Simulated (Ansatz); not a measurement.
Nudged elastic band run: C$_{2}$H$_{6}$BrGa

The input (input.yaml):

```yaml
crystal:
  periodic: [false, false, false]
  atoms:
    - { symbol: C, position_ang: [-1.135733, 0.586257, 0.281152] }
    - { symbol: C, position_ang: [0.165786, -0.068643, 0.724332] }
    - { symbol: Ga, position_ang: [1.347159, -0.699638, -0.713378] }
    - { symbol: Br, position_ang: [0.582574, -0.393884, -2.87506] }
    - { symbol: H, position_ang: [-1.748497, -0.09579, -0.314197] }
    - { symbol: H, position_ang: [-1.734704, 0.905444, 1.139886] }
    - { symbol: H, position_ang: [-0.953257, 1.467214, -0.340037] }
    - { symbol: H, position_ang: [0.762288, 0.61607, 1.340494] }
    - { symbol: H, position_ang: [-0.028779, -0.935187, 1.369015] }
    - { symbol: H, position_ang: [2.743183, -1.381833, -0.612227] }
basis:
  gaussian: { orbitals: def2-SVP }
hamiltonian:
  xc: { name: BHLYP }
  dispersion: d4
neb:
  order_check: false
  images: 5
  f_tol: 0.05
  max_iterations: 59
  initial_path: idpp
  max_displacement: 0.5
  optimiser: lbfgs
  final_atoms:
    - { symbol: C, position_ang: [-1.18944004, 0.65045899, 0.3901168] }
    - { symbol: C, position_ang: [0.12648467, -0.09112548, 0.59253833] }
    - { symbol: Ga, position_ang: [1.09109644, -0.56813571, -1.05154258] }
    - { symbol: Br, position_ang: [3.06004961, -1.74380066, -0.75786843] }
    - { symbol: H, position_ang: [-1.90507979, 0.05979371, -0.1895409] }
    - { symbol: H, position_ang: [-1.66774537, 0.88917344, 1.34529932] }
    - { symbol: H, position_ang: [-1.04755585, 1.59482947, -0.14380245] }
    - { symbol: H, position_ang: [0.82254019, 0.49747848, 1.2017802] }
    - { symbol: H, position_ang: [-0.02430122, -1.0224637, 1.15024087] }
    - { symbol: H, position_ang: [0.73397134, -0.26619854, -2.53724114] }
```

Run as:

```bash
$ ansatz run input.yaml --threads 2 --pin off --max-ram 3072MiB --backend cpu --events-out ev --progress --plain --runs-dir out
```

Output, in part (warnings, iteration lines, the closing report on the highest movable image, with atoms numbered from 0):

```
NEB end point (image 0): max|allowed force component| = 9.538e-3 eV/Å (the criterion of neb.relax_end_points is 1.000e-2)
NEB end point (image 6): max|allowed force component| = 9.301e-3 eV/Å (the criterion of neb.relax_end_points is 1.000e-2)
NEB iter   1: max|band force component| = 6.885e-1 eV/Å  barrier→ = 0.1213 eV  barrier← = 0.0944 eV  Δτ_max = 0.0102 Å  (180 SCF iters)
NEB iter   2: max|band force component| = 3.935e-1 eV/Å  barrier→ = 0.1045 eV  barrier← = 0.0776 eV  CI = image 3  Δτ_max = 0.0072 Å  (135 SCF iters)
NEB iter   3: max|band force component| = 3.017e-1 eV/Å  barrier→ = 0.0959 eV  barrier← = 0.0690 eV  CI = image 4  Δτ_max = 0.0053 Å  (120 SCF iters)
NEB iter   4: max|band force component| = 2.668e-1 eV/Å  barrier→ = 0.0897 eV  barrier← = 0.0628 eV  CI = image 4  Δτ_max = 0.0742 Å  (119 SCF iters)
NEB iter   5: max|band force component| = 7.089e-1 eV/Å  barrier→ = 0.0688 eV  barrier← = 0.0419 eV  CI = image 4  Δτ_max = 0.0138 Å  (150 SCF iters)
NEB iter   6: max|band force component| = 2.067e-1 eV/Å  barrier→ = 0.0551 eV  barrier← = 0.0282 eV  CI = image 4  Δτ_max = 0.0023 Å  (141 SCF iters)
NEB iter   7: max|band force component| = 1.539e-1 eV/Å  barrier→ = 0.0535 eV  barrier← = 0.0266 eV  CI = image 4  Δτ_max = 0.0075 Å  (119 SCF iters)
NEB iter   8: max|band force component| = 9.430e-2 eV/Å  barrier→ = 0.0520 eV  barrier← = 0.0252 eV  CI = image 4  Δτ_max = 0.0052 Å  (121 SCF iters)
NEB iter   9: max|band force component| = 1.109e-1 eV/Å  barrier→ = 0.0512 eV  barrier← = 0.0243 eV  CI = image 4  Δτ_max = 0.0017 Å  (119 SCF iters)
NEB iter  10: max|band force component| = 5.659e-2 eV/Å  barrier→ = 0.0508 eV  barrier← = 0.0239 eV  CI = image 4  Δτ_max = 0.0019 Å  (111 SCF iters)
NEB iter  11: max|band force component| = 5.835e-2 eV/Å  barrier→ = 0.0506 eV  barrier← = 0.0237 eV  CI = image 4  Δτ_max = 0.0011 Å  (109 SCF iters)
NEB iter  12: max|band force component| = 5.304e-2 eV/Å  barrier→ = 0.0505 eV  barrier← = 0.0236 eV  CI = image 4  Δτ_max = 0.0024 Å  (100 SCF iters)
NEB iter  13: max|band force component| = 6.972e-2 eV/Å  barrier→ = 0.0503 eV  barrier← = 0.0234 eV  CI = image 4  Δτ_max = 0.0013 Å  (105 SCF iters)
NEB iter  14: max|band force component| = 4.754e-2 eV/Å  barrier→ = 0.0501 eV  barrier← = 0.0232 eV  CI = image 4  Δτ_max = 0.0422 Å  (105 SCF iters)
NEB iter  15: max|band force component| = 2.786e-1 eV/Å  barrier→ = 0.0494 eV  barrier← = 0.0225 eV  CI = image 3  Δτ_max = 0.0844 Å  (30 SCF iters)
NEB iter  16: max|band force component| = 8.080e-2 eV/Å  barrier→ = 0.0480 eV  barrier← = 0.0211 eV  CI = image 4  Δτ_max = 0.0796 Å  (149 SCF iters)
NEB iter  17: max|band force component| = 3.547e-2 eV/Å  barrier→ = 0.0471 eV  barrier← = 0.0202 eV  CI = image 4  Δτ_max = 0.0000 Å  (283 SCF iters)
Total energy: -124578.87420104 eV, -4578.1891842943 hartree
Atom 0 at    -0.895185     1.030823     0.139048 Å, force    -0.003618    -0.005103    -0.020176 eV/Å
Atom 1 at    -0.054883    -0.133959     0.658622 Å, force     0.005957    -0.022469     0.019423 eV/Å
Atom 2 at     1.191275    -0.880699    -0.666268 Å, force     0.011314    -0.004881    -0.028194 eV/Å
Atom 3 at     0.892659    -3.092563    -1.271711 Å, force    -0.007825    -0.002516     0.015313 eV/Å
Atom 4 at    -1.533212     0.731255    -0.698095 Å, force    -0.003242     0.004158     0.006368 eV/Å
Atom 5 at    -1.554474     1.423507     0.919240 Å, force    -0.001941     0.008036     0.002128 eV/Å
Atom 6 at    -0.274702     1.862814    -0.207572 Å, force     0.006790     0.005248     0.001117 eV/Å
Atom 7 at     0.547931     0.191343     1.515140 Å, force    -0.005750    -0.003582     0.002483 eV/Å
Atom 8 at    -0.692978    -0.946354     1.016285 Å, force    -0.004750     0.001805     0.000538 eV/Å
Atom 9 at     2.373588    -0.186159    -1.404709 Å, force     0.003066     0.019305     0.001001 eV/Å
Dipole moment:    -0.068689     0.481977     0.242659 e Å
```

It converged. The band force fell under the threshold earlier too, but the program's further tests of the path sent the band on. Another band between the same ends (5 images) ends at a top of the same energy, where a vibrational analysis finds no clearly imaginary modes.

Final band (atoms are numbered from 1 in the order of the input):

| image | path coordinate (Å) | energy (kcal/mol) | dihedral C1–C2–Ga3–Br4 (°) |
| --- | --- | --- | --- |
| 0 | 0.00 | 0.0 | -1 |
| 1 | 0.97 | 0.2 | -30 |
| 2 | 1.94 | 0.6 | -59 |
| 3 | 2.91 | 1.1 | -88 |
| 4 | 3.88 | 1.1 | -118 |
| 5 | 4.88 | 0.8 | -149 |
| 6 | 5.89 | 0.6 | -178 |

The run took 4.8 min on 2 threads of Intel(R) Xeon(R) Platinum 8488C (Sapphire Rapids), on a shared host, peak memory 0.35 GiB.
